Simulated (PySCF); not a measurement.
C2H6N, charge -1, multiplicity 1.

```xyz
9

C     -1.2039     0.2644     0.0423
C      0.1554    -0.4498    -0.2523
N      1.3317     0.2401     0.1294
H     -2.0874    -0.3090    -0.3491
H     -1.1943     1.2795    -0.4097
H     -1.3310     0.3927     1.1394
H      0.0087    -1.5077     0.1780
H      0.1680    -0.6172    -1.3653
H      1.4047     0.1939     1.1610
```
Charge -1, spin multiplicity 1.

Coordinates come from a PBE-D3(BJ)/def2-SVPD optimisation. The spin state was assumed, not searched. The isomer is the one that the SMILES or the coordinates give; other isomers of the formula were not compared. One conformer was computed; it need not be the lowest.

All values below come from PBE0/pcSseg-1 (PySCF). Non-relativistic, no solvent.

Question: Give the absolute GIAO shielding of each atom: isotropic value and principal components (ppm). (An estimate is asked for; the answer gives what the named calculation found.)

Answer: 
```
atom  σ(iso)    σ11    σ22    σ33  span
----  ------  -----  -----  -----  ----
C1     148.2  129.6  134.3  180.8  51.1
C2     118.4   88.5  104.4  162.1  73.6
N3     167.6  123.5  163.5  216.0  92.5
H4      29.6   26.1   27.2   35.6   9.5
H5      30.9   27.8   30.3   34.6   6.8
H6      31.5   29.2   30.6   34.7   5.5
H7      26.3   20.0   26.2   32.9  12.9
H8      27.8   22.1   28.9   32.6  10.5
H9      33.3   28.5   33.4   38.1   9.7
```
